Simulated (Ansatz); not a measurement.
C10H19NTi, SMILES `C[N](C)[Ti]1234([CH3])([CH3])[C@@H]5[C@H]1[C@H]2[C@@]3(C)[C@@H]54` at its PBE0-D4/def2-TZVP geometry, where that method's forces vanish. Total charge 0; spin multiplicity 1.

```xyz
31

C     1.7994   -1.8671    0.2970
N     0.9791   -1.1359   -0.6325
C     1.6071   -0.9755   -1.9163
Ti   -0.6050   -0.2119   -0.1569
C    -1.3793   -1.2801    1.4770
C    -1.9176   -0.7515   -1.7076
C    -0.9694    2.0102   -0.9444
C    -1.8494    1.8484    0.1424
C    -1.0777    1.6379    1.2981
C     0.2913    1.6759    0.9388
C     1.4534    1.5109    1.8583
C     0.3491    1.9158   -0.4514
H     2.7755   -1.3816    0.4515
H     1.9967   -2.8861   -0.0666
H     1.3091   -1.9546    1.2686
H     0.9720   -0.4007   -2.5944
H     2.5756   -0.4569   -1.8372
H     1.7946   -1.9492   -2.3916
H    -0.8276   -1.1511    2.4134
H    -1.3105   -2.3331    1.1736
H    -2.4301   -1.0425    1.6669
H    -1.5451   -0.4616   -2.6958
H    -1.9586   -1.8472   -1.6716
H    -2.9293   -0.3537   -1.5961
H    -1.2552    2.1587   -1.9747
H    -2.9275    1.8275    0.0856
H    -1.4589    1.4565    2.2918
H     2.3451    1.1924    1.3159
H     1.2487    0.7733    2.6377
H     1.6892    2.4553    2.3583
H     1.2552    1.9775   -1.0376
```

(1) What forces (eV/Å) does r2SCAN-D4/def2-TZVPP give on these atoms in Ansatz 0.2.0? (Estimate.)

## Answers

(1) Computed: 
```
C1   0.122 -0.094  0.167
N2  -0.014 -0.078 -0.027
C3   0.083  0.038 -0.199
Ti4 -0.101 -0.035  0.033
C5  -0.031 -0.058  0.114
C6  -0.071 -0.024 -0.121
C7  -0.074  0.084 -0.201
C8  -0.226  0.076  0.010
C9  -0.095  0.033  0.213
C10  0.094  0.042  0.101
C11  0.066 -0.037  0.041
C12  0.191  0.068 -0.131
H13  0.012 -0.001 -0.007
H14  0.002 -0.003 -0.011
H15  0.001  0.007 -0.013
H16 -0.002  0.001  0.014
H17  0.015  0.001  0.004
H18  0.004 -0.010  0.006
H19 -0.021 -0.005 -0.001
H20  0.013  0.008 -0.016
H21  0.009  0.005  0.005
H22 -0.020 -0.007  0.004
H23  0.013  0.001  0.010
H24  0.009  0.003 -0.010
H25 -0.003 -0.006  0.001
H26  0.003 -0.005 -0.003
H27  0.006 -0.007  0.001
H28 -0.001  0.007  0.004
H29  0.004  0.008  0.003
H30  0.005 -0.008  0.004
H31  0.009 -0.006  0.003
```
